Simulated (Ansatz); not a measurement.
Ansatz (a program for electronic structure) input (RI-MP2/def2-QZVPPD):
A basis named .json is the Basis Set Exchange file of that set.

Ansatz 0.2 input:
```yaml
crystal:
  periodic: [false, false, false]
  atoms:
    - {symbol: Cs, position_ang: [-0.00000000, -0.00000000, -1.65715595]}
    - {symbol: I, position_ang: [0.00000000, 0.00000000, 1.71969014]}
basis:
  gaussian:
    orbitals: def2-QZVPPD.json
    fitting: {mean_field: def2-universal-jkfit, correlation: def2-QZVPPD-RIFIT.json}
total_charge: 1
magnetization: {spin_polarized: true, initial_magnetization: 1}
correlation: {method: mp2, electrons: outside_noble_gas}
```

Output:

```
Functional definition: HF
integrals: 0.09 GiB planned
348 factors; integrals over basis functions are off by at most 9.5e-1 eV
463 factors; integrals over basis functions are off by at most 9.0e-1 eV
mean field: 0.33 GiB planned
mean field evaluation 1: about -8607.8102 eV, gradient 1.4e1 eV
mean field evaluation 2: about -8608.8467 eV, gradient 6.6e0 eV
mean field evaluation 4: about -8608.9745 eV, gradient 4.6e-1 eV
mean field evaluation 8: about -8608.9862 eV, gradient 7.3e-1 eV
mean field evaluation 16: about -8609.1340 eV, gradient 8.6e-6 eV
mean field evaluation 32: about -8608.9766 eV, gradient 4.6e-3 eV
mean field -8609.13400127 eV, -316.3798390659 hartree, gradient 7.7e-6 eV, S^2 0.761215; 9 other end points of the search recorded, 0 dependent functions left out
13 core orbitals not correlated, not the lowest: weight in the atoms' cores, before any rotation towards them, 0.951 or more for the frozen orbitals, at most 0.040 for the correlated occupied ones
reference -8609.13400127 eV, -316.3798390659 hartree; 4, 3 occupied and 136, 137 virtual orbitals, 463 factors
second order -3.54081498 eV of doubles, -0.00000000 eV of singles
Total energy: -8612.67481624 eV, -316.5099616162 hartree
```

This state (charge 1, doublet) is run at the relaxed geometry of the species with charge 0 and multiplicity 1.
